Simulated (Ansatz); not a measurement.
Two shapes of singlet Na₄Cl₄.

Shape 1:

```xyz
8

Na   -1.3100   -1.3100   -1.3100
Cl   -1.3100   -1.3100    1.3100
Cl   -1.3100    1.3100   -1.3100
Na   -1.3100    1.3100    1.3100
Cl    1.3100   -1.3100   -1.3100
Na    1.3100   -1.3100    1.3100
Na    1.3100    1.3100   -1.3100
Cl    1.3100    1.3100    1.3100
```

Shape 2:

```xyz
8

Na   -1.3586   -1.3157   -1.3200
Cl   -1.3233   -1.2619    1.3075
Cl   -1.3252    1.2684   -1.2868
Na   -1.2970    1.2618    1.3067
Cl    1.3495   -1.3055   -1.2797
Na    1.3368   -1.3087    1.2678
Na    1.3023    1.3510   -1.2824
Cl    1.3560    1.2904    1.3092
```

Basis set: 6-31G* (spherical functions). Correlated methods keep 24 orbitals frozen. Charge 0, multiplicity 1.

Computed with Ansatz (development build ahead of 0.2.0); each method stands on the lowest determinant of its kind that the runs found.

(1) Which shape is lower in energy, and by how much in each method?

## Answers

(1)

```json
{"method": "RHF", "E(2) − E(1) (eV)": "0.066"}
{"method": "RHF-MP2", "E(2) − E(1) (eV)": "0.056"}
```

Shape 1 is lower.
